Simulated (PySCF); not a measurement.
Caution: the highest occupied level lies above zero, a sign of self-interaction error and of too few diffuse functions.

B3LYP has the VWN-RPA correlation part, as in Gaussian. Delta-SCF ions had no search for a lower state. 

Z-matrix (Å, degrees):
```
C
H 1 1.1000
H 1 1.1002 2 107.95
C 1 1.4659 2 113.83 3 -127.60
H 4 1.0895 1 117.07 2 -7.07
H 4 1.0896 5 113.13 1 -140.81
O 1 1.5153 2 103.58 3 109.30
H 7 0.9723 1 98.35 2 123.48
```
Charge -1, spin multiplicity 1.

Task: What is the computed vertical detachment energy (Delta-SCF), total energy and HOMO (B3LYP-D3(BJ)/def2-TZVPD in PySCF)?

Result: 
The vertical detachment energy (Delta-SCF) is 0.91 eV and the total energy is -4203.25 eV. The HOMO comes out as 1.18 eV.
